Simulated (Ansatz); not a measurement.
Cost and result for the atomization energy of CH₇ClGeSi, SMILES `[SiH3][CH2][GeH2][Cl]` (11 atoms, 10 bonds).

```xyz
11

Si   -1.363   -0.161    0.849
C    -0.385    0.034   -0.740
Ge    1.546    0.021   -0.513
Cl    2.049    1.478    1.005
H    -1.272    1.068    1.675
H    -2.793   -0.422    0.531
H    -0.834   -1.313    1.627
H    -0.630   -0.789   -1.419
H    -0.667    0.965   -1.239
H     2.050   -1.333    0.005
H     2.299    0.452   -1.781
```

Charge 0, multiplicity 1. Correlated methods include outer-core shells of Ge, which these sets cover unevenly. Scalar relativity is left out up to krypton. The structure was optimised at the PBE0-D4/def2-TZVP level. It is one conformer, not always the lowest. Program: Ansatz. All runs use 4 threads of an Arm Neoverse V1 on a shared host. Times are those of one run each, without the atoms' runs, and a repeat can differ threefold. Electronic energies, without spin–orbit coupling; frozen cores. CCSD(T)/CBS adds CCSD(T) − MP2 in def2-TZVPP to the MP2 limit, and its time is that of the two runs behind it. T1 = 0.010. With those shells the extrapolation isn't a true limit. B3LYP takes the VWN-RPA correlation (the form of Gaussian; ORCA's B3LYP/G).

CCSD(T)/CBS is a level of theory with its own doubt, some kJ/mol a heavy atom from the limit and from the frozen cores, so smaller differences don't rank the functionals.

```csv
level,functions,wall time
PBE-D4/def2-TZVPP (with forces),261,3.2 s
PBE0-D4/def2-TZVPP,261,4.2 s
r2SCAN-D4/def2-TZVPP (with forces),261,6.5 s
B3LYP-D4/def2-TZVPP (with forces),261,7 s
B2PLYP/def2-TZVPP,261,7.5 s
ωB97X-V/def2-TZVPP,261,11 s
ωB97M-V/def2-TZVPP (with forces),261,16 s
MP2/def2-QZVPP,496,30 s
CCSD(T)/def2-TZVPP,261,3.8 min
CCSD(T)/CBS(def2),–,4.3 min
```

Question: What atomization energy does each give, and how far from CCSD(T)/CBS? (Estimate.)

Answer: Computed: 
```csv
level,atomization (kJ/mol),difference from CCSD(T)/CBS,per bond
PBE-D4/def2-TZVPP (with forces),3418.5,-28.5,-2.8
PBE0-D4/def2-TZVPP,3410.0,-37.0,-3.7
r2SCAN-D4/def2-TZVPP (with forces),3439.6,-7.4,-0.7
B3LYP-D4/def2-TZVPP (with forces),3415.6,-31.4,-3.1
B2PLYP/def2-TZVPP,3382.0,-65.0,-6.5
ωB97X-V/def2-TZVPP,3459.7,12.7,1.3
ωB97M-V/def2-TZVPP (with forces),3433.5,-13.5,-1.4
MP2/def2-QZVPP,3415.8,-31.2,-3.1
CCSD(T)/def2-TZVPP,3374.3,-72.7,-7.3
CCSD(T)/CBS(def2),3447.0,0.0,0.0
```

The D4 term adds +42.9 kJ/mol with B3LYP and +22.7 kJ/mol with PBE0; it sums over pairs of atoms, weighted by their polarisabilities, and B3LYP, whose exchange is more repulsive, gets the larger term. In def2-TZVPP, CCSD(T) changes the Hartree–Fock value by +768.1 kJ/mol (the triples alone add +37.2 kJ/mol) and MP2 by +767.1 kJ/mol; breaking electron pairs costs correlation energy, which Hartree–Fock lacks. From PBE to PBE0 (25 % exact exchange), in def2-TZVPP and without D4, the atomization energy moves by −4.7 kJ/mol: exact exchange takes away binding that semilocal exchange gives to molecules.
